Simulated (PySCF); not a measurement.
## Calculated NMR data

- GFN2-xTB geometry
- σ from GIAO-PBE0/pcSseg-1
- program: PySCF 2.14
- a single conformation, no relativistic terms, isolated molecule, one averaged value for each set of equivalent atoms

References, each an isolated molecule treated in the same way: TMS for 1H and 13C. Splittings of carbon signals by F and P are missing where no couplings were computed. Where no couplings were computed, multiplicities follow the n + 1 count of equivalent neighbours, and m marks all less simple cases (inequivalent or close neighbours, rings, F or P nearby). Shifts are as computed. Against solution values, carbons near 30 ppm lie about +3 ppm off and those near 130 ppm about +5 ppm. Of 1211 compounds with measured shifts, 218 miss one by over three times the rms of a fit or turn the order of signals round; such compounds aren't used in these exercises.

**1.** `InChI=1S/C6H10OSi/c1-2-3-4-5-6-7-8/h2-6H,1H2,8H3/b4-3+,6-5+`. 1H NMR (600 MHz, computed): δ 6.71 (d, 1H), 6.58 (m, 1H), 6.35 (m, 1H), 6.23 (m, 1H), 6.18 (m, 1H), 5.41 (m, 1H), 5.29 (m, 1H), 4.99 (s, 3H). 13C{1H} NMR (computed): δ 152.5, 145.8, 138.0, 136.9, 123.8, 121.7.

**2.** `c1cp(C)c2c1cccc2`, C₉H₉P. 1H NMR (600 MHz, computed): δ 7.96 (m, 1H), 7.89 (m, 1H), 7.64 (m, 1H), 7.53 (m, 1H), 7.52 (m, 1H), 7.09 (m, 1H), 1.33 (m, 3H). 13C{1H} NMR (computed): δ 155.9, 150.4, 148.6, 145.7, 134.5, 133.0, 130.7, 129.7, 16.9.
